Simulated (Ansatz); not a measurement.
Consider the ligand exchange at the Si–C bond: `FB(F)C[SiH3]` + `OC[SiH2]Cl` → `[SiH3]OC[SiH2]Cl` + `CB(F)F`.

Computed with Ansatz on PBE0-D4/def2-TZVP structures; ΔE is electronic, products minus reactants. CCSD(T)/CBS adds triple-zeta CCSD(T) − MP2 to the extrapolated MP2 energy (def2 sets, frozen cores). DFT in def2-TZVPP. Each species was taken in one conformer, which may not be the lowest.

| level | ΔE (kJ/mol) |
| --- | --- |
| PBE | -69.1 |
| HF/def2-TZVPP | -103.2 |

Q: What does CCSD(T)/CBS give? (An estimate is asked.)

A: The calculation gave: -82.9 kJ/mol. The listed levels differ from it by 13.8, -20.3 kJ/mol.

Largest T1 diagnostic among the species: 0.012.

In def2-TZVPP, CCSD(T) changes the Hartree–Fock value by +20.0 kJ/mol (the triples alone add +2.7 kJ/mol) and MP2 by +17.9 kJ/mol. From PBE to PBE0 (25 % exact exchange), in def2-TZVPP and without D4, ΔE moves by −4.0 kJ/mol.
